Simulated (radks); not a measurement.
Results of a calculation; reference values are marked as such.
Polarisability of the aluminium ion Al3+, [Ne], at imaginary frequency. Level of theory: non-relativistic Kohn-Sham, LB94 model potential, spin-polarised, spherical densities, point nucleus (a radial shooting solver on a logarithmic mesh with Libxc functionals). Response by self-consistent Sternheimer equations with the Hartree and adiabatic LDA kernel.

| w (hartree) | alpha1(iw) (bohr^3) | alpha2(iw) (bohr^5) |
|---|---|---|
| 0.00266 | 0.2790 | 0.2370 |
| 0.0143 | 0.2790 | 0.2370 |
| 0.0360 | 0.2790 | 0.2369 |
| 0.0697 | 0.2789 | 0.2369 |
| 0.118 | 0.2787 | 0.2368 |
| 0.186 | 0.2784 | 0.2365 |
| 0.280 | 0.2776 | 0.2360 |
| 0.413 | 0.2761 | 0.2348 |
| 0.605 | 0.2729 | 0.2323 |
| 0.892 | 0.2662 | 0.2272 |
| 1.35 | 0.2518 | 0.2162 |
| 2.12 | 0.2218 | 0.1929 |
| 3.59 | 0.1653 | 0.1473 |
| 6.94 | 0.08598 | 0.07884 |
| 17.5 | 0.02178 | 0.01970 |

Static values: alpha1 = 0.2790 bohr^3 (0.04134 angstrom^3; uncoupled 0.3143), alpha2 = 0.2370 bohr^5, alpha3 = 0.3406 bohr^7. C6 = 0.2609, C8 = 1.142, triple-dipole C9 = 0.05285 atomic units. One-pole (London) frequency 4 C6 / (3 alpha1^2) = 4.470 hartree, against 4.312 for minus the highest occupied eigenvalue.
